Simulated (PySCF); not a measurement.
**SiSe: frontier orbitals**

PBE0 at R = 2.068 Å; Si x2c-SVPall, Se x2c-SVPall; spin-free X2C with a Gaussian nucleus (PySCF 2.14). State: ¹Σ⁺ (singlet), closed shell. Only the outer orbitals are listed, counted within each symmetry.

```
orbital  occ.  ε (eV)  on Si (%)            main shells (%)
    10σ     2  -19.74         17           81 Se s, 11 Si s
    11σ     2  -12.32         63  62 Si s, 23 Se p, 14 Se s
     5π     2   -7.77         25           74 Se p, 24 Si p
     5π     2   -7.77         25           74 Se p, 24 Si p
    12σ     2   -7.76         58  40 Se p, 37 Si p, 21 Si s
     6π     0   -2.36         75           75 Si p, 24 Se p
     6π     0   -2.36         75           75 Si p, 24 Se p
    13σ     0    1.55         92   75 Si p, 19 Se p, 9 Si s
```

Q: Which are the highest filled and the lowest empty level, where do they sit, and how wide is the gap?

A: Highest filled 12σ at -7.76 eV (in %: 40 Se p, 37 Si p, 21 Si s); lowest empty 6π at -2.36 eV (in %: 75 Si p, 24 Se p); the gap at PBE0 is 5.40 eV.

```json
{"bond order (Mayer)": "2.40", "⟨S²⟩": "0.000", "charge on Si (Mulliken, basis-dependent)": "0.22", "charge on Si (Löwdin, basis-dependent)": "0.10", "dipole moment (positive dipole means Si(−)Se(+))": "-1.19 D", "polarisability along the bond": "71.5 bohr³", "polarisability across the bond": "30.1 bohr³"}
```
